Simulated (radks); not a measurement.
Ho III, 65 electrons, occupied as [Xe] 4f11. Calculated with a radial shooting solver on a logarithmic mesh with Libxc functionals: Dirac Kohn-Sham, Slater X-alpha with alpha = 1.037, spin-unpolarised, spherical densities, finite nucleus; open shells fill j = l - 1/2 first; Fermi nuclear charge, rms radius 5.2022 fm.

Spin-orbit splittings of the eigenvalues, e(l+1/2) - e(l-1/2), with zeta = 2 splitting/(2l+1) and mean radii in bohr:

[
 {"shell": "2p", "occ.": "6", "splitting (eV)": "869.1", "zeta (eV)": "579.4", "<r> j=l-1/2": "0.07255", "<r> j=l+1/2": "0.07971"},
 {"shell": "3p", "occ.": "6", "splitting (eV)": "182.8", "zeta (eV)": "121.9", "<r> j=l-1/2": "0.2175", "<r> j=l+1/2": "0.2310"},
 {"shell": "3d", "occ.": "10", "splitting (eV)": "40.31", "zeta (eV)": "16.13", "<r> j=l-1/2": "0.2034", "<r> j=l+1/2": "0.2076"},
 {"shell": "4p", "occ.": "6", "splitting (eV)": "41.15", "zeta (eV)": "27.43", "<r> j=l-1/2": "0.5236", "<r> j=l+1/2": "0.5544"},
 {"shell": "4d", "occ.": "10", "splitting (eV)": "7.564", "zeta (eV)": "3.025", "<r> j=l-1/2": "0.5822", "<r> j=l+1/2": "0.5931"},
 {"shell": "4f", "occ.": "11", "splitting (eV)": "1.106", "zeta (eV)": "0.3159", "<r> j=l-1/2": "0.7718", "<r> j=l+1/2": "0.7849"},
 {"shell": "5p", "occ.": "6", "splitting (eV)": "5.476", "zeta (eV)": "3.651", "<r> j=l-1/2": "1.395", "<r> j=l+1/2": "1.491"}
]
